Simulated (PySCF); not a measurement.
SMILES S(C)C1=C(B(F)F)C1=O, C4H3BF2OS

Geometry:
```json
{"atom": "C1", "x (Å)": "1.948", "y (Å)": "0.806", "z (Å)": "-0.171"}
{"atom": "S2", "x (Å)": "1.572", "y (Å)": "-0.693", "z (Å)": "-1.118"}
{"atom": "C3", "x (Å)": "-0.036", "y (Å)": "-0.976", "z (Å)": "-0.710"}
{"atom": "C4", "x (Å)": "-1.124", "y (Å)": "-0.553", "z (Å)": "0.013"}
{"atom": "B5", "x (Å)": "-1.629", "y (Å)": "0.509", "z (Å)": "1.011"}
{"atom": "F6", "x (Å)": "-2.881", "y (Å)": "0.544", "z (Å)": "1.406"}
{"atom": "F7", "x (Å)": "-0.803", "y (Å)": "1.417", "z (Å)": "1.502"}
{"atom": "C8", "x (Å)": "-1.282", "y (Å)": "-1.718", "z (Å)": "-0.786"}
{"atom": "O9", "x (Å)": "-1.912", "y (Å)": "-2.636", "z (Å)": "-1.219"}
{"atom": "H10", "x (Å)": "1.874", "y (Å)": "0.611", "z (Å)": "0.906"}
{"atom": "H11", "x (Å)": "1.267", "y (Å)": "1.619", "z (Å)": "-0.454"}
{"atom": "H12", "x (Å)": "2.979", "y (Å)": "1.083", "z (Å)": "-0.427"}
```

Computed, not measured: PySCF, quadratic response CAM-B3LYP/aug-cc-pVDZ first hyperpolarisability, Taylor convention, gas phase. Geometry: PBE0-D3(BJ)/def2-SVP.

Give the tensor of the second harmonic β(−2ω;ω,ω) at 1907 nm in the axes of these coordinates.

In au, Taylor convention; rows are the first index (the induced dipole):
|  | xx | yy | zz | xy | xz | yz |
| --- | --- | --- | --- | --- | --- | --- |
| x | +37.6 | +16.5 | +40.3 | -48.9 | -80.2 | +57.6 |
| y | -48.5 | -64.1 | -66.1 | +15.4 | +56.2 | -43.1 |
| z | -79.7 | -43.7 | -43.5 | +56.4 | +39.7 | -66.4 |

Norm of βᵢ = ⅓ Σⱼ (βᵢⱼⱼ + βⱼᵢⱼ + βⱼⱼᵢ): 262.0 au, hyper-Rayleigh value 112.3 au.
